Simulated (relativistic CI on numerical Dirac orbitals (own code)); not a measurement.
## Tc2+: 4p photoemission

Computed with this model: Dirac-Coulomb-Breit CI, orbitals from a KLI potential per configuration, a model potential for QED, valence Slater integrals scaled by 0.8, multiplet model of photoemission in the sudden approximation; configurations [Kr] 4d5 → [Ar] 3d10 4s2 4p5 4d5; 300 K; Lorentzian 1.2 eV and Gaussian 0.6 eV FWHM. Energies are those of the free ion, without screening or charge transfer. The energies are binding energies and can lie tens of eV above those of solids. S is read from ⟨S²⟩ = S(S + 1).

Field parameters in Wybourne normalisation: D4h B²₀ = −7Ds, B⁴₀ = 21(Dq − Dt), B⁴₄ = 21√(5/14) Dq. The field is a parameter set, without covalency.

Computed curve for D4h, 10Dq = 16750, Ds = -1500, Dt = -490 cm⁻¹, scaled to 100 at the maximum (points under 2 are left out and the grid is thinned):

```json
{"Energy (eV)": "61.4", "Intensity": "2.1"}
{"Energy (eV)": "62.0", "Intensity": "2.6"}
{"Energy (eV)": "62.6", "Intensity": "3.3"}
{"Energy (eV)": "63.2", "Intensity": "4.3"}
{"Energy (eV)": "63.8", "Intensity": "5.9"}
{"Energy (eV)": "64.4", "Intensity": "8.8"}
{"Energy (eV)": "65.0", "Intensity": "14.6"}
{"Energy (eV)": "65.6", "Intensity": "28.6"}
{"Energy (eV)": "66.2", "Intensity": "61.0"}
{"Energy (eV)": "66.8", "Intensity": "97.2"}
{"Energy (eV)": "67.2", "Intensity": "96.5"}
{"Energy (eV)": "67.8", "Intensity": "70.6"}
{"Energy (eV)": "68.4", "Intensity": "58.4"}
{"Energy (eV)": "69.0", "Intensity": "50.2"}
{"Energy (eV)": "69.6", "Intensity": "43.0"}
{"Energy (eV)": "70.2", "Intensity": "40.2"}
{"Energy (eV)": "70.8", "Intensity": "37.6"}
{"Energy (eV)": "71.4", "Intensity": "34.1"}
{"Energy (eV)": "72.0", "Intensity": "32.3"}
{"Energy (eV)": "72.6", "Intensity": "29.0"}
{"Energy (eV)": "73.2", "Intensity": "22.6"}
{"Energy (eV)": "73.8", "Intensity": "17.5"}
{"Energy (eV)": "74.4", "Intensity": "14.8"}
{"Energy (eV)": "75.0", "Intensity": "13.6"}
{"Energy (eV)": "75.6", "Intensity": "13.5"}
{"Energy (eV)": "76.2", "Intensity": "13.2"}
{"Energy (eV)": "76.8", "Intensity": "13.0"}
{"Energy (eV)": "77.4", "Intensity": "13.3"}
{"Energy (eV)": "78.0", "Intensity": "13.3"}
{"Energy (eV)": "78.6", "Intensity": "12.5"}
{"Energy (eV)": "79.0", "Intensity": "11.8"}
{"Energy (eV)": "79.6", "Intensity": "11.6"}
{"Energy (eV)": "80.2", "Intensity": "10.5"}
{"Energy (eV)": "80.8", "Intensity": "8.2"}
{"Energy (eV)": "81.4", "Intensity": "6.8"}
{"Energy (eV)": "82.0", "Intensity": "6.0"}
{"Energy (eV)": "82.6", "Intensity": "5.1"}
{"Energy (eV)": "83.2", "Intensity": "4.0"}
{"Energy (eV)": "83.8", "Intensity": "2.9"}
{"Energy (eV)": "84.4", "Intensity": "2.2"}
```

The ground state has S = 0.55, and the centroid lies at 70.36 eV.
